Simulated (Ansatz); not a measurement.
Reaction (ligand exchange at the Si–S bond): `[SiH3]S[SiH2]Cl` + `S[SiH](Cl)Cl` → `Cl[SiH2]S[SiH](Cl)Cl` + `[SiH3]S`

Computed with Ansatz on PBE0-D4/def2-TZVP structures; ΔE is electronic, products minus reactants. CBS: MP2 limit from def2 TZ/QZ plus the TZ coupled-cluster correction, frozen cores. DFT in def2-TZVPP. B3LYP here is the variant with VWN-RPA as its local correlation; programs differ in this. Each species was taken in one conformer, which may not be the lowest.

`[SiH3]S[SiH2]Cl`:

```xyz
9

Si    0.672    1.118    0.954
S    -0.732   -0.487    1.206
Si   -0.832   -1.112   -0.814
Cl    1.007   -1.679   -1.537
H     0.432    1.786   -0.350
H     0.428    2.059    2.073
H     2.065    0.616    1.011
H    -1.306   -0.019   -1.691
H    -1.734   -2.283   -0.853
```

`S[SiH](Cl)Cl`:

Cartesian coordinates in Å:
```
S -0.509 -1.643 -0.108
Si 0.078 0.384 -0.200
Cl -0.906 1.175 -1.796
Cl -0.419 1.400 1.501
H 0.227 -1.878 0.994
H 1.529 0.562 -0.391
```

`Cl[SiH2]S[SiH](Cl)Cl`:

Cartesian coordinates in Å:
```
Cl 2.570 -0.322 0.805
Si 1.300 -0.762 -0.737
S -0.649 -1.312 -0.063
Si -1.469 0.519 0.616
Cl -0.597 1.168 2.338
Cl -1.295 2.001 -0.776
H 1.242 0.414 -1.626
H 1.794 -1.971 -1.427
H -2.897 0.264 0.870
```

`[SiH3]S`:

```xyz
6

Si   -0.242   -0.270   -0.383
S     0.295    1.444    0.774
H     0.945   -0.889   -1.027
H    -1.167    0.246   -1.420
H    -0.927   -1.296    0.443
H     1.097    0.766    1.612
```

Task: Is it downhill or uphill in electronic energy at CCSD(T)/CBS, and by how much? (Estimate.)

Result: Ansatz gave: Uphill: ΔE = +0.04 eV.

Task: What do these levels give: PBE0-D4, r2SCAN, B3LYP, CCSD(T)/def2-TZVPP, HF/def2-QZVPP, SCS-MP2/def2-QZVPP? (An estimate is asked.)

Result: The calculation gave: PBE0-D4 0.03, r2SCAN 0.06, B3LYP 0.06, CCSD(T)/def2-TZVPP 0.04, HF/def2-QZVPP 0.07, SCS-MP2/def2-QZVPP 0.04 eV.

Largest T1 diagnostic among the species: 0.011.

The D4 term adds −0.05 eV with B3LYP and −0.03 eV with PBE0; it sums over pairs of atoms, weighted by their polarisabilities, and B3LYP, whose exchange is more repulsive, gets the larger term.
